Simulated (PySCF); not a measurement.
Delta-SCF ions had no search for a lower state. Excitations are Tamm–Dancoff values on a coarser integration grid. The basis has no diffuse functions, so Rydberg states are missing or too high.

Cartesian coordinates (Å):
SMILES: [CH3][Ga]([SiH3])[SiH3]
```xyz
13

C     -0.6491    -2.0651    -0.0291
Ga    -0.0675    -0.1642    -0.0189
Si     2.3078     0.3520     0.0556
Si    -1.6969     1.6373    -0.0429
H     -1.5226    -2.2069    -0.6804
H     -0.9580    -2.3331     0.9946
H      0.1533    -2.7487    -0.3336
H      2.9404    -0.2673     1.2687
H      2.6129     1.8184     0.0876
H      3.0054    -0.2286    -1.1409
H     -3.1265     1.1847    -0.0265
H     -1.5051     2.4791    -1.2713
H     -1.4940     2.5423     1.1371
```
Charge 0, multiplicity 1.

Task: Estimate the HOMO, dipole moment, vertical ionisation energy (Delta-SCF), HOMO–LUMO gap and S1 excitation (TDA) that PBE-D3(BJ)/def2-TZVP (PySCF 2.14.0) returns for this input.

Result: 
| Property | Value |
|---|---|
| HOMO | -6.05 eV |
| dipole moment | 1.10 D |
| vertical ionisation energy (Delta-SCF) | 8.59 eV |
| HOMO–LUMO gap | 3.20 eV |
| S1 excitation (TDA) | 3.46 eV |
